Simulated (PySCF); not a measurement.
F5Si, SMILES F[Si-](F)(F)(F)F, charge -1. Geometry optimised at TPSSh-D3(BJ)/def2-SVPD.

All values below come from TPSSh-D3(BJ)/def2-SVPD (PySCF 2.14.0).

Harmonic wavenumbers (cm⁻¹): 131, 131, 384, 384, 418, 418, 446, 528, 667, 828, 863, 863. Rotational constants (GHz): 3.211, 2.690, 2.690; symmetry number 6.

Question: Work out the zero-point energy and the ideal-gas rigid-rotor harmonic-oscillator thermochemistry at 298.15 K and 1 atm.

Answer: ZPE = ½ Σ hcν = ½ × 6060 cm⁻¹ = 36.25 kJ/mol. H − E(el) = 55.05 kJ/mol. Entropy in J/(mol K): translation 168.77, rotation 98.19, vibration 50.10, total 317.06. G − E(el) = -39.48 kJ/mol. Cp = 95.51 J/(mol K). Modes under 150 cm⁻¹ make the vibrational entropy uncertain.
